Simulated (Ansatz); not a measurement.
`CO[SiH](C)Cl` → `CO[Si]C` + HCl at 298.15 K and 1 bar (silylene formation by 1,1-elimination).

Gas-phase electronic energies from Ansatz, PBE0-D4/def2-TZVP geometries. CCSD(T)/CBS is the MP2 limit (def2-TZVPP, def2-QZVPP) plus CCSD(T) − MP2 in def2-TZVPP, frozen cores. This one scheme is used for every species. One conformer a species, not always the lowest.

| species | CCSD(T)/CBS energy (Eh) | H − E (kJ/mol) | S (J/(mol·K)) |
| --- | --- | --- | --- |
| `CO[SiH](C)Cl` | -904.45266 | 259.8 | 366.4 |
| `CO[Si]C` | -443.95718 | 223.9 | 329.3 |
| HCl | -460.38127 | 26.6 | 186.8 |

H − E and S are ideal-gas, rigid-rotor, harmonic terms from PBE0-D4/def2-TZVP, for one conformer and one mirror image of each species. 1 Eh = 2625.50 kJ/mol, R = 8.31446 J/(mol·K).

Q: By hand: ΔE, ΔH, ΔS and ΔG.

A: ΔE = (-443.95718) + (-460.38127) − (-904.45266) = 0.11421 Eh = 299.9 kJ/mol. Δ(H − E) = 223.9 + 26.6 − 259.8 = -9.3, so ΔH = 290.6 kJ/mol. ΔS = 329.3 + 186.8 − 366.4 = 149.7 J/(mol·K). ΔG = 290.6 − 298.15 × (149.7)/1000 = 246.0 kJ/mol.

Q: By hand: the equilibrium constant, and the temperature at which ΔG would vanish if ΔH and ΔS stayed fixed.

A: log₁₀ K = −ΔG/(RT ln 10) = -43.1. ΔG = 0 at ΔH/ΔS = 1941 K.

The number of gas molecules changes by +1, which sets the sign of ΔS. A doubt of 5 kJ/mol in ΔE shifts log₁₀ K by 0.9 here. Other conformers and mirror images would add mixing entropy, several J/(mol·K) or more a flexible species. Modes under 60 cm⁻¹, often nearly free rotors, make the harmonic entropy too high. These are equilibria of isolated gas molecules and say nothing of rates. Largest T1 diagnostic: 0.014 (customary marks: 0.02 for closed shells, 0.045 for open ones).
